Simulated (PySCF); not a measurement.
Gas-phase reaction: GeH2F2 + HF = GeHF3 + 2 H

Computed with PySCF and rigid-rotor harmonic-oscillator thermochemistry at 1 bar. † marks an energy on the PBE0/def2-TZVP geometry and frequencies. Open shells (unrestricted): H (multiplicity 2); the rest are closed-shell singlets. Ge: all electrons, no relativistic terms. GeH2F2, GeHF3: computed as isolated molecules; such fragments, hydroxides, amides, oligomers or adducts are transient or little studied in the gas. The harmonic model lacks anharmonicity and excited electronic states, which grow with temperature; levels with a mode under 35 cm⁻¹ are left out.

ΔH° and ΔS° at 298 K: HF/def2-TZVP† 262 kJ, 73 J/K; PBE/def2-TZVP† 353 kJ, 73 J/K; PBE0/def2-QZVP† 362 kJ, 73 J/K.

Problem. With the heat capacities included, give log10 K (1 bar) at 500, 1000, 1200, 1600, 2000 K from HF/def2-TZVP†, PBE/def2-TZVP†, PBE0/def2-QZVP†.

Solution. 
| T (K) | HF/def2-TZVP† | PBE/def2-TZVP† | PBE0/def2-QZVP† |
|---|---|---|---|
| 500 | -23.5 | -32.9 | -33.9 |
| 1000 | -9.3 | -14.0 | -14.5 |
| 1200 | -6.9 | -10.8 | -11.2 |
| 1600 | -3.8 | -6.8 | -7.1 |
| 2000 | -1.9 | -4.3 | -4.5 |
